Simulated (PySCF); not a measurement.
**Scalar relativity in P⁻ (phosphorus, charge -1)**

[Ne] 3s2 3p4, high-spin 3P determinant; UHF calculated with PySCF 2.14 in dyall-acv3z (19s12p6d4f, 113 functions), once non-relativistic with a point nucleus and once with spin-free X2C-1e and a Gaussian nucleus.

| shell | ε non-rel. (eV) | ε X2C (eV) | rms r non-rel. (bohr, spins averaged) | rms r X2C (bohr, spins averaged) | change of radius (%) |
| --- | --- | --- | --- | --- | --- |
| 1s α | -2168.8 | -2174.8 | 0.1204 | 0.1198 | -0.46 |
| 1s β | -2168.4 | -2174.5 | 0.1204 | 0.1198 | -0.46 |
| 2s α | -197.06 | -198.06 | 0.5622 | 0.5601 | -0.36 |
| 2s β | -196.69 | -197.69 | 0.5622 | 0.5601 | -0.36 |
| 2p α | -139.84 | -139.82 | 0.5400 | 0.5395 | -0.10 |
| 2p β | -139.15 | -139.13 | 0.5400 | 0.5395 | -0.10 |
| 3s α | -14.449 | -14.530 | 2.179 | 2.173 | -0.31 |
| 3s β | -9.562 | -9.646 | 2.179 | 2.173 | -0.31 |
| 3p α | -2.857 | -2.850 | 3.085 | 3.088 | 0.09 |
| 3p β | -0.669 | -0.655 | 3.085 | 3.088 | 0.09 |

The total energy goes from -340.7071 to -341.5246 hartree.

Relativity contracts and stabilises s shells directly. The contracted s shells screen the nucleus better, so for spin-averaged p shells the direct and indirect effects partly cancel.
